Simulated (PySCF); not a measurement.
A structure optimised at PBE-D3(BJ)/def2-SVP, used in a PySCF frequency run:

```
W
N 1 1.7554
H 2 1.0256 1 153.25
O 1 1.8963 2 108.22 3 -123.09
H 4 0.9754 1 122.97 2 -7.57
S 1 2.1546 2 108.47 3 -5.15
Cl 1 2.2991 2 107.57 3 113.16
```
Charge 0, spin multiplicity 1.

Task: Write its SMILES and formula.

Result: [NH]=[W]([OH])(=[S])[Cl], ClH2NOSW

Task: What are its rotational constants (standard atomic weights)?

Result: 2.3732, 1.6839, 1.3665 GHz
